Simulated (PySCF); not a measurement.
Structure problem from calculated spectra and properties.

Formula: C2H7Cl3Si2.

- Triplet: lowest triplet excitation (Tamm–Dancoff): 5.87 eV [TDA CAM-B3LYP/def2-SVPD]
- Rotational structure: rotational constants A, B, C: 0.901, 0.779, 0.563 GHz [GFN2-xTB]
- UV, first state: lowest singlet excitation: 6.50 eV (191 nm, f = 0.020) [TDDFT CAM-B3LYP/def2-SVPD]
- 13C NMR: chemical shifts (computed TMS as zero) by class: 36.2 (1 C), 30.2 (1 C) ppm [GIAO PBE0/pcSseg-1]
- Dipole: 1.74 D [CAM-B3LYP/def2-SVPD]
- 1H NMR: chemical shifts (computed TMS as zero) by class: 5.21 (1 H), 4.34 (1 H), 4.09 (1 H), 3.63 (1 H), 3.49 (1 H), 3.35 (1 H), 3.34 (1 H) ppm [GIAO PBE0/pcSseg-1]
- Polarisability: 117.7 au [CAM-B3LYP/def2-SVPD]
- NMR, other nuclei: isotropic shieldings of nuclei other than C and H, by class: 362 (1 Si), 422 (1 Si), 907 (1 Cl), 937 (1 Cl), 997 (1 Cl) ppm [GIAO PBE0/pcSseg-1]

Gas-phase values; electronic properties from PySCF, density fitting. Levels stand in brackets. The structure is a single GFN2-xTB conformer in the gas phase; no vibrational or solvent corrections. NMR values are class means; diastereotopic atoms form classes of their own.

Problem. What is the compound? Reason from the data.

Solution. Numbering: `[Cl:1][CH2:2][SiH2:3][Si@@H:4]([Cl:5])[CH2:6][Cl:7]`. Its formula, C2H7Cl3Si2, gives 0 degrees of unsaturation, so no ring and no π bond. 2 carbons fall into 2 classes; from least to most shielded: sp3 C–Cl carbon [C6] (36.2 ppm), sp3 C–Cl carbon [C2] (30.2 ppm). Hydrogen classes from least to most shielded: 1 H on a chlorine-bound silicon, Si4 (5.21 ppm), 1 H on an SiH2 silicon, Si3 (4.34 ppm), 1 H on an SiH2 silicon, Si3 (4.09 ppm), 1 H on an sp3 C–Cl carbon, C6 (3.63 ppm), 1 H on an sp3 C–Cl carbon, C6 (3.49 ppm), 1 H on an sp3 C–Cl carbon, C2 (3.35 ppm), 1 H on an sp3 C–Cl carbon, C2 (3.34 ppm). The other shieldings belong to: 362 ppm, chlorine-bound silicon [Si4]; 422 ppm, SiH2 silicon [Si3]; 907 ppm, alkyl chlorine [Cl1]; 937 ppm, alkyl chlorine [Cl7]; 997 ppm, silicon-bound chlorine [Cl5]. The optimised geometry has point group C1 and is an asymmetric top. Structure: `ClC[SiH2][Si@@H](Cl)CCl`. The assignments are read from this structure; whether some other isomer fits the data as well wasn't checked. The mirror image fits equally.

Conformer computed: `[Cl:1][CH2:2][SiH2:3][Si@@H:4]([Cl:5])[CH2:6][Cl:7]`: Cl1–C2–Si3–Si4 -57°, C2–Si3–Si4–Cl5 -43°, Si3–Si4–C6–Cl7 57°.
